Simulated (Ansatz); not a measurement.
Input and output for SnHMe2I (C2H7ISn).

```yaml
crystal:
  periodic: [false, false, false]
  atoms:
    - {symbol: Sn, position_ang: [-0.258610, -0.438215, 0.547382]}
    - {symbol: H, position_ang: [-0.324580, -0.551133, 2.260967]}
    - {symbol: C, position_ang: [1.753967, -0.560067, -0.204359]}
    - {symbol: H, position_ang: [2.346299, 0.285689, 0.176678]}
    - {symbol: H, position_ang: [1.735365, -0.527501, -1.302889]}
    - {symbol: H, position_ang: [2.214361, -1.503145, 0.121458]}
    - {symbol: C, position_ang: [-1.337698, 1.265344, -0.203445]}
    - {symbol: H, position_ang: [-2.379053, 1.227722, 0.145335]}
    - {symbol: H, position_ang: [-1.323736, 1.249594, -1.302383]}
    - {symbol: H, position_ang: [-0.866234, 2.193036, 0.154979]}
    - {symbol: I, position_ang: [-1.560082, -2.641324, -0.393733]}
basis:
  gaussian: {orbitals: STO-3G}
hamiltonian: {xc: {name: B97M-V}}
scf: {omitted_lower_state_checks: [starts]}
output: {forces: true}
```

```sh
$ ansatz run in.yaml --threads 4 --pin off --events-out ev --progress --plain --max-ram 4787MiB
```

Output, abridged:

```
Functional definition: B97M-V
  name "B97M-V"
  cite "Mardirossian & Head-Gordon, J. Chem. Phys. 142, 074111 (2015) doi:10.1063/1.4907719"
  cite "Becke, J. Chem. Phys. 107, 8554 (1997) doi:10.1063/1.475007"
  cite "Vydrov & Van Voorhis, J. Chem. Phys. 133, 244103 (2010) doi:10.1063/1.3521275"
  # Of w^i u^j: cxij and so on, Table III.
  parameter cx00 = 1.000
  parameter cx01 = 1.308
  parameter cx02 = 1.901
  parameter cx10 = 0.416
  parameter cx11 = 3.070
  parameter css00 = 1.000
  parameter css02 = -1.855
  parameter css10 = -5.668
  parameter css32 = -20.497
  parameter css42 = -20.364
  parameter cos00 = 1.000
  parameter cos01 = 1.573
  parameter cos03 = -6.298
  parameter cos10 = 2.535
  parameter cos32 = -6.427
  parameter b = 6.0
  parameter c = 0.01
  gx(w, u) = cx00 + cx01*u + cx02*u^2 + (cx10 + cx11*u)*w
  gss(w, u) = css00 + css02*u^2 + css10*w + (css32*w^3 + css42*w^4)*u^2
  gos(w, u) = cos00 + cos01*u + cos03*u^3 + cos10*w + cos32*w^3*u^2
  exchange = spin_sum(e_x_unif_s*gx(b97_w, b97_u_x))
  correlation = spin_sum(e_c_pw_mod_same_spin*gss(b97_w, b97_u_same))
      + integral(e_c_pw_mod_opposite_spin*gos(b97_w_opposite, b97_u_opposite)) + vv10(b, c)
these checks for a lower state are left out or cut short: starts
879 factors; integrals over basis functions are off by at most 3.4e-5 eV
mean field evaluation 1: about -350946.1149 eV, gradient 1.3e1 eV
mean field evaluation 2: about -350946.4661 eV, gradient 1.1e1 eV
mean field evaluation 4: about -350947.0354 eV, gradient 3.3e-1 eV
mean field evaluation 8: about -350946.8956 eV, gradient 1.2e-3 eV
mean field -350946.89558524 eV, -12897.0605324078 hartree, gradient 7.5e-5 eV, S^2 0.000000; 0 other end points of the search recorded, 0 dependent functions left out
the calculation of the forces begins
reference -350946.89562569 eV, -12897.0605338944 hartree; 61, 61 occupied and 10, 10 virtual orbitals, 879 factors
Total energy: -350946.89562569 eV, -12897.0605338944 hartree
Atom 0 at    -0.258610    -0.438215     0.547382 Å, force    -0.037167    -0.062568     0.635506 eV/Å
Atom 1 at    -0.324580    -0.551133     2.260967 Å, force     0.087352     0.148423    -1.348854 eV/Å
Atom 2 at     1.753967    -0.560067    -0.204359 Å, force    -1.021812     0.135312     0.385949 eV/Å
Atom 3 at     2.346299     0.285689     0.176678 Å, force    -0.016599    -0.387085    -0.265766 eV/Å
Atom 4 at     1.735365    -0.527501    -1.302889 Å, force     0.270545    -0.014184     0.365842 eV/Å
Atom 5 at     2.214361    -1.503145     0.121458 Å, force     0.052911     0.372138    -0.210412 eV/Å
Atom 6 at    -1.337698     1.265344    -0.203445 Å, force     0.613483    -0.829096     0.385588 eV/Å
Atom 7 at    -2.379053     1.227722     0.145335 Å, force     0.297814     0.219262    -0.219714 eV/Å
Atom 8 at    -1.323736     1.249594    -1.302383 Å, force    -0.133252     0.237107     0.364195 eV/Å
Atom 9 at    -0.866234     2.193036     0.154979 Å, force    -0.339164    -0.201565    -0.255317 eV/Å
Atom 10 at    -1.560082    -2.641324    -0.393733 Å, force     0.225890     0.382255     0.162983 eV/Å
Dipole moment:     0.331089     0.560350     0.186313 e Å
Checks for a lower state left out: starts
```

Run time 8.5 s (4 threads of Intel Xeon on a shared host).
